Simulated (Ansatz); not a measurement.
Reaction (hydrogenolysis of a Ga–N bond): `C[NH][Ga]([SH])[Cl]` + H₂ → `[SH][GaH][Cl]` + CH₃NH₂

Calculated with Ansatz (gas phase, PBE0-D4/def2-TZVP geometries, no zero-point term in ΔE). CCSD(T)/CBS is the MP2 limit (def2-TZVPP, def2-QZVPP) plus CCSD(T) − MP2 in def2-TZVPP, frozen cores. This one scheme is used for every species. Functionals use def2-TZVPP. B3LYP here is the variant with VWN-RPA as its local correlation; programs differ in this. For Ga outer-core shells are correlated without core-valence functions, which leaves a few kJ/mol of doubt a bond. Scalar relativity is left out up to krypton. One conformer a species, not always the lowest.

```
             level  ΔE (kcal/mol)  difference from CCSD(T)/CBS
            PBE-D4            3.8                         -1.9
         r2SCAN-D4            4.4                         -1.3
            B97M-V            0.8                         -4.9
          B3LYP-D4            4.2                         -1.5
          BHLYP-D4            3.5                         -2.2
      CAM-B3LYP-D4            3.7                         -2.0
            B2PLYP            3.6                         -2.1
               PBE            1.8                         -3.9
            revPBE            0.7                         -5.0
           r2SCAN0            3.0                         -2.7
         CAM-B3LYP            1.8                         -3.9
           LC-ωPBE            2.4                         -3.3
RPA@PBE/def2-TZVPP            5.0                         -0.7
       HF/def2-SVP           -1.2                         -6.9
  CCSD(T)/def2-SVP            5.1                         -0.6
SCS-MP2/def2-TZVPP            6.0                          0.3
       CCSD(T)/CBS            5.7                            0
```

What do rigid-rotor, harmonic-oscillator terms from PBE0-D4/def2-TZVP frequencies (298.15 K, 1 bar) make of the CCSD(T)/CBS value? (Best estimate.)

The calculation gave: ΔZPE = +4.4 kcal/mol, ΔH = +8.6 kcal/mol, ΔS = 32 J/(mol·K), ΔG = +6.3 kcal/mol.

Largest T1 diagnostic among the species: 0.012.

From r2SCAN to r2SCAN0 (25 % exact exchange), in def2-TZVPP and without D4, ΔE moves by −0.9 kcal/mol. Leaving LDA and LC-ωPBE aside and taking each functional with its dispersion term where it has one, the values, not all of them listed here, spread over 4.2 kcal/mol, from B97M-V to BLYP-D4. LDA lies +2.2 kcal/mol from PBE without D4.
